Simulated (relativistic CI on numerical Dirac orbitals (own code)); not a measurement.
**Crystal-field levels of Mn5+, 3d2**

Calculated by Dirac-Coulomb-Breit CI, separate exchange-only KLI orbitals for each configuration, model QED, valence Slater integrals scaled by 0.85, one configuration in a parametric crystal field (own radial code).

Field parameters in Wybourne normalisation: D4h B²₀ = −7Ds, B⁴₀ = 21(Dq − Dt), B⁴₄ = 21√(5/14) Dq. The field is a parameter set, without covalency.

S is read from ⟨S²⟩ = S(S + 1).

Levels (cm⁻¹, degeneracy): 0 (1), 17 (1), 311 (2), 580 (1), 666 (1), 3188 (2), 3210 (1), 16165 (1), 17203 (2), 20295 (1), 20930 (1), 21196 (1).

(1) Which field gives this pattern?
A. D4h, 10Dq = 21850, Ds = -1500, Dt = -230 cm⁻¹
B. D4h, 10Dq = 21850, Ds = 950, Dt = -230 cm⁻¹
C. D4h, 10Dq = 21850, Ds = 2590, Dt = -230 cm⁻¹
D. D4h, 10Dq = 21850, Ds = 140, Dt = -230 cm⁻¹

## Answers

(1) A. D4h, 10Dq = 21850, Ds = -1500, Dt = -230 cm⁻¹, ground level with S = 1.00.
